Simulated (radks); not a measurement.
Spherical quantum dot in the effective-mass picture: electrons in a parabolic well V = omega^2 r^2 / 2 with omega = 1.32, all in effective atomic units (hartree* = m*/eps^2 hartree, bohr* = eps/m* bohr), one dielectric constant everywhere. Calculated with a radial shooting solver with Libxc functionals: non-relativistic Kohn-Sham, PBE, spin-polarised, spherical densities. Levels are named by radial order and angular momentum (1s, 1p, 1d, 2s, ...), and open shells are averaged over m.

N = 17, configuration 1s2 1p6 1d(up 5, down 4). This is the lowest configuration that the search found. Occupied and some empty levels:

| level | occupation | eigenvalue (hartree*) | <r> (bohr*) |
|---|---|---|---|
| 1s up | 1 | 11.056 | 1.349 |
| 1s down | 1 | 11.067 | 1.343 |
| 1p up | 3 | 11.762 | 1.710 |
| 1p down | 3 | 11.780 | 1.708 |
| 1d up | 5 | 12.543 | 1.964 |
| 1d down | 4 | 12.563 | 1.964 |
| 2s up | 0 | 12.676 | 1.721 |
| 2s down | 0 | 12.688 | 1.724 |
| 1f up | 0 | 13.394 | 2.166 |
| 1f down | 0 | 13.414 | 2.168 |
| 2p up | 0 | 13.616 | 1.945 |
| 2p down | 0 | 13.628 | 1.947 |

Energy (hartree*): total 136.307, kinetic 20.579, external 52.474, Hartree 72.074, exchange-correlation -8.8194.

Electron density:

| r (bohr*) | n(r) (e/bohr*^3) |
|---|---|
| 0.0753 | 0.1981 |
| 0.265 | 0.2100 |
| 0.454 | 0.2349 |
| 0.643 | 0.2709 |
| 0.832 | 0.3130 |
| 1.02 | 0.3523 |
| 1.21 | 0.3784 |
| 1.40 | 0.3817 |
| 1.59 | 0.3578 |
| 1.78 | 0.3086 |
| 1.97 | 0.2427 |
| 2.16 | 0.1727 |
| 2.35 | 0.1100 |
| 2.54 | 0.06283 |
| 2.72 | 0.03211 |
| 2.91 | 0.01473 |
| 3.10 | 0.006058 |
| 3.29 | 0.002215 |
| 3.48 | 0.0007275 |
| 3.67 | 0.0002131 |
